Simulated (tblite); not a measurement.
Compound: C3H9NSi2.
Numbering: `[CH:1]#[C:2][Si@@H:3]([SiH3:4])[NH:5][CH3:6]` (hydrogens: H7 on C1; H8 on Si3; H9, H10, H11 on Si4; H12 on N5; H13, H14, H15 on C6)

Computed with GFN2-xTB (tblite), gas phase: nudged elastic band of 9 images (0 to 8), spring 0.2 eV/Å², climbing image at the end, force threshold 0.05 eV/Å. No saddle search or frequency run followed, so the top image need not be a first-order saddle, and its height can exceed the method's true barrier by a kcal/mol or more.

The band describes a rotation about Si3–N5 (SiH silicon, silicon-bound nitrogen), followed by the dihedral C2–Si3–N5–C6, from the optimised start (-76°) to a second optimised geometry at 52°.

Question: How does the energy change from image to image?

Answer: 
```json
{"image": "0", "dihedral (°)": "-76", "E (eV)": "0.000", "Si3–N5 (Å)": "1.727", "C2···C6 (Å)": "3.76", "largest true force (eV/Å)": "0.01"}
{"image": "1", "dihedral (°)": "-60", "E (eV)": "0.011", "Si3–N5 (Å)": "1.728", "C2···C6 (Å)": "3.61", "largest true force (eV/Å)": "0.03"}
{"image": "2", "dihedral (°)": "-45", "E (eV)": "0.044", "Si3–N5 (Å)": "1.730", "C2···C6 (Å)": "3.47", "largest true force (eV/Å)": "0.05"}
{"image": "3", "dihedral (°)": "-30", "E (eV)": "0.084", "Si3–N5 (Å)": "1.731", "C2···C6 (Å)": "3.36", "largest true force (eV/Å)": "0.05"}
{"image": "4", "dihedral (°)": "-12", "E (eV)": "0.110", "Si3–N5 (Å)": "1.732", "C2···C6 (Å)": "3.28", "largest true force (eV/Å)": "0.03"}
{"image": "5", "dihedral (°)": "7", "E (eV)": "0.102", "Si3–N5 (Å)": "1.732", "C2···C6 (Å)": "3.25", "largest true force (eV/Å)": "0.04"}
{"image": "6", "dihedral (°)": "25", "E (eV)": "0.067", "Si3–N5 (Å)": "1.730", "C2···C6 (Å)": "3.26", "largest true force (eV/Å)": "0.07"}
{"image": "7", "dihedral (°)": "42", "E (eV)": "0.033", "Si3–N5 (Å)": "1.727", "C2···C6 (Å)": "3.32", "largest true force (eV/Å)": "0.06"}
{"image": "8", "dihedral (°)": "52", "E (eV)": "0.004", "Si3–N5 (Å)": "1.724", "C2···C6 (Å)": "3.29", "largest true force (eV/Å)": "0.01"}
```

Barriers of this band. The top is image 4 at -12°: 0.110 eV forward and 0.106 eV back; the end lies 0.004 eV above the start. The central bond is 0.005 Å longer at the top than at the start.

Question: What rate follows at 250 K for crossing this barrier forward?

Answer: Taking the electronic barrier for the free energy of activation (no zero-point or entropy terms, transmission 1), rate = (kT/h)·exp(−ΔE/kT) ≈ 3 × 10^10 s⁻¹, whose inverse is 3 × 10^-11 s. An error of 1 kcal/mol in the barrier changes this by a factor of 7, and the method and the loose band can each miss by that much or more.

What follows is the cost of the whole band run. Hardware: one thread, Arm Neoverse V1 (aarch64), no GPU, shared host. Cost: 4.2 s wall, 0.18 GiB resident at most.
